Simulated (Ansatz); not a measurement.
One change: `[O]=[Mo]([OH])(=[S])[Cl]` becomes `[O]=[Mo]([OH])([F])=[S]`.

Ansatz, PBE0-D4/def2-TZVP geometries, multiplicity 1. Each molecule was computed in one conformer, which needn't be the lowest.

Elements past krypton have def2 core potentials.

```json
{"property": "HOMO energy (ωB97M-V/def2-TZVPP) / eV", "`[O]=[Mo]([OH])(=[S])[Cl]`": "-10.25"}
{"property": "zero-point energy (PBE0-D4/def2-TZVP) / kJ/mol", "`[O]=[Mo]([OH])(=[S])[Cl]`": "52.4"}
{"property": "LUMO energy (B3LYP/def2-TZVPP) / eV", "`[O]=[Mo]([OH])(=[S])[Cl]`": "-3.52"}
{"property": "ideal-gas entropy at 298 K and 1 bar (rigid rotor, harmonic PBE0-D4/def2-TZVP) / J/(mol·K)", "`[O]=[Mo]([OH])(=[S])[Cl]`": "350"}
{"property": "size of the dipole moment (B3LYP/def2-TZVPP) / D", "`[O]=[Mo]([OH])(=[S])[Cl]`": "2.61"}
{"property": "HOMO–LUMO gap (B3LYP/def2-TZVPP) / eV", "`[O]=[Mo]([OH])(=[S])[Cl]`": "4.37"}
```

(1) Give the same properties after the change, and the shifts. (Estimate.)

Answers

(1) Ansatz gave: 
```csv
property,`[O]=[Mo]([OH])([F])=[S]`,shift
HOMO energy (ωB97M-V/def2-TZVPP) / eV,-10.12,0.13
zero-point energy (PBE0-D4/def2-TZVP) / kJ/mol,54.5,2.1
LUMO energy (B3LYP/def2-TZVPP) / eV,-3.24,0.28
"ideal-gas entropy at 298 K and 1 bar (rigid rotor, harmonic PBE0-D4/def2-TZVP) / J/(mol·K)",339,-11
size of the dipole moment (B3LYP/def2-TZVPP) / D,2.51,-0.10
HOMO–LUMO gap (B3LYP/def2-TZVPP) / eV,4.54,0.17
```

With PBE0 the HOMO rises by 0.12 eV and the LUMO rises by 0.31 eV, so the gap widens by about 0.19 eV. PBE moves the HOMO by 0.13 eV and ωB97M-V by 0.13 eV. Dipoles are sizes alone; their direction can turn.

B3LYP here is the variant with VWN-RPA as its local correlation; programs differ in this.
